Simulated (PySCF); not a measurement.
Fill in the blanks.

Compound: C4H4FNOS.
Atom-mapped SMILES: `[N:1]#[C:2][CH2:3][C:4](=[S:5])[O:6][CH2:7][F:8]` (hydrogens: H9, H10 on C3; H11, H12 on C7)

Conformer (atom-mapped SMILES and torsion angles): `[N:1]#[C:2][CH2:3][C:4](=[S:5])[O:6][CH2:7][F:8]`: C2–C3–C4–S5 -149°, C3–C4–O6–C7 177°, C4–O6–C7–F8 -81°.

```json
{"property": "point group", "level": "PBE0-D3(BJ)/def2-SVP", "value": "C1"}
{"property": "rotational constants A, B, C", "level": "PBE0-D3(BJ)/def2-SVP", "value": "?"}
{"property": "dipole moment", "level": "CAM-B3LYP/def2-SVPD", "value": "1.64 D"}
{"property": "HOMO energy", "level": "CAM-B3LYP/def2-SVPD", "value": "?"}
{"property": "LUMO energy", "level": "CAM-B3LYP/def2-SVPD", "value": "?"}
{"property": "lowest singlet excitation", "level": "TDDFT CAM-B3LYP/def2-SVPD", "value": "?"}
{"property": "strongest line among the 6 lowest singlet transitions", "level": "TDDFT CAM-B3LYP/def2-SVPD", "value": "S2 at 5.62 eV (220 nm, f = 0.193)"}
{"property": "static isotropic polarisability", "level": "CAM-B3LYP/def2-SVPD", "value": "77.0 au"}
{"property": "electronic spatial extent ⟨r²⟩ about the centre of nuclear charge", "level": "CAM-B3LYP/def2-SVPD", "value": "1258 bohr²"}
```

The electronic properties come from PySCF, for the isolated species, density fitting. One conformer (not necessarily the lowest) at the PBE0-D3(BJ)/def2-SVP geometry, without solvent, vibrations or thermal averaging.

Question: What is the lowest singlet excitation?

Answer: 3.29 eV (377 nm, f = 0.000).

Question: Give the HOMO energy.

Answer: -8.83 eV.

Question: What is the LUMO energy?

Answer: -1.27 eV.

Question: Give the rotational constants A, B, C.

Answer: 2.423, 1.180, 0.849 GHz.

A dipole of 1.64 D is allowed in C1, and pure rotational transitions are dipole-allowed. The largest Löwdin shares of the HOMO are 0.73 on S5 and 0.11 on C4. With B = h/(8π²I), that is 505.379 GHz u Å² over I, the principal moments of inertia are 208.6, 428.1 and 595.0 u Å² (most abundant isotopes).
